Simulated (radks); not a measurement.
Results of a calculation; reference values are marked as such.
W III, 72 electrons, occupied as [Xe] 4f14 5d4. Level of theory: scalar-relativistic Kohn-Sham, r2SCAN, spin-polarised, spherical densities, finite nucleus; open shells are filled with parallel spins first (spin-orbit coupling, left out, can overturn this in heavy ions); meta-GGA in the generalised Kohn-Sham scheme; Fermi nuclear charge, rms radius 5.3658 fm; hard spherical wall at 4 bohr (a radial shooting solver on a logarithmic mesh with Libxc functionals). Some entries of the table are withheld. Estimate them.

orbital  occ.  eigenvalue (eV)  r(max) (bohr)
1s down     1        -69576.38        0.01146
1s up       1        -69576.35        0.01146
2s up       1        -12046.14        0.06565
2s down     1        -12045.84        0.06565
2p up       3        -10534.71        0.05389
2p down     3        -10534.48        0.05388
3s down     1        -2794.658         0.1851
3s up       1        -2794.657         0.1851
3p up       3        -2344.949         0.1832
3p down     3        -2344.926         0.1832
3d up       5        -1826.652         0.1495
3d down     5        -1826.500         0.1495
4s up       1        -593.1139         0.4207
4s down     1        -592.9147         0.4207
4p up       3        -444.9340         0.4411
4p down     3        -444.7673         0.4411
4d up       5        -256.1297         0.4523
4d down     5        -255.9237         0.4524
5s up       1         -95.6938         0.9671
5s down     1         -93.6069         0.9620
5p up       3         -59.7885          1.098
5p down     3         -56.8076          1.087
4f up       7         -47.4552         0.4301
4f down     7         -46.9649         0.4298
5d up       4         -19.1720            (1)
6s up       0         -15.2329            (2)
5d down     0         -14.7601            (3)
6s down     0         -10.5473            (4)
6p up       0          -3.9668            (5)
6p down     0           0.0780            (6)
5f up       0          10.0841          2.480
5f down     0          14.3909          2.569

Answer. 
(1) 5d up r(max) (bohr): 1.472
(2) 6s up r(max) (bohr): 2.301
(3) 5d down r(max) (bohr): 1.427
(4) 6s down r(max) (bohr): 2.328
(5) 6p up r(max) (bohr): 2.573
(6) 6p down r(max) (bohr): 2.615
